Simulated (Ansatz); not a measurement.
Geometry optimisation, Ansatz, RKS PBE0-D4/STO-3G.

input.yaml

```yaml
crystal:
  periodic: [false, false, false]
  atoms:
    - { symbol: O, position_ang: [-1.6827, 1.6982, 1.2692] }
    - { symbol: C, position_ang: [-0.8211, 0.6978, 1.0498] }
    - { symbol: C, position_ang: [-1.0395, 0.1056, -0.3599] }
    - { symbol: B, position_ang: [0.0361, -1.1287, -0.5962] }
    - { symbol: Si, position_ang: [1.8913, -0.9119, -0.6991] }
    - { symbol: H, position_ang: [-1.3911, 2.5403, 0.7465] }
    - { symbol: H, position_ang: [0.2509, 1.0773, 1.184] }
    - { symbol: H, position_ang: [-0.9613, -0.0642, 1.8126] }
    - { symbol: H, position_ang: [-0.7989, 0.8932, -1.0759] }
    - { symbol: H, position_ang: [-2.0548, -0.2383, -0.4352] }
    - { symbol: H, position_ang: [-0.5076, -2.2085, -0.7732] }
    - { symbol: H, position_ang: [2.2322, 0.0667, -1.7271] }
    - { symbol: H, position_ang: [2.3332, -0.3715, 0.592] }
    - { symbol: H, position_ang: [2.5003, -2.1852, -0.9587] }
basis:
  gaussian: { orbitals: STO-3G }
hamiltonian:
  xc: pbe0
  dispersion: d4
relax:
  f_tol: 0.02
  max_steps: 40
scf:
  lower_state_search: "off"
```

Command:

```bash
$ ansatz run input.yaml --threads 1 --pin off --max-ram 2048MiB --backend cpu --events-out ev --progress --plain --runs-dir out
```

Task: Where does it end, and by what steps?

Result: The run converged. The force dipped under the threshold on the way, but the program's further checks kept it going. Limits of this set-up: minimal basis. After 29 steps the energy has fallen by 0.816 eV; H13 moved furthest, 1.02 Å.

```
step  energy less start (eV)  largest force component (eV/Å)  accepted
   0                  0.0000                           5.020       yes
   2                 -0.7765                           0.544       yes
   4                 -0.7918                           0.453       yes
   6                 -0.8024                           0.086       yes
   8                 -0.8064                           0.172       yes
  10                 -0.8097                           0.060       yes
  12                 -0.8118                           0.092       yes
  14                 -0.8136                           0.024       yes
  16                 -0.8142                           0.027       yes
  18                 -0.8146                           0.031       yes
  20                 -0.8148                           0.044       yes
  22                 -0.8151                           0.033       yes
  24                 -0.8153                           0.006       yes
  26                 -0.8152                           0.059        no
  28                 -0.8151                           0.080        no
  29                 -0.8155                           0.019       yes
```

```xyz
14
Properties=species:S:1:pos:R:3
O -2.008 1.801 1.170
C -0.992 0.767 1.080
C -0.887 0.131 -0.359
B 0.109 -1.078 -0.295
Si 1.993 -0.985 -0.834
H -1.661 2.488 0.500
H 0.008 1.145 1.386
H -1.292 -0.011 1.808
H -0.580 0.926 -1.055
H -1.901 -0.194 -0.635
H -0.302 -2.079 0.165
H 2.359 0.286 -1.413
H 2.845 -1.210 0.312
H 2.294 -2.017 -1.801
```

Whether the end is a true minimum wasn't checked by a vibrational analysis.

The run took 78 s on 1 thread of Arm Neoverse V1, with other jobs on the host, peak memory 0.14 GiB.
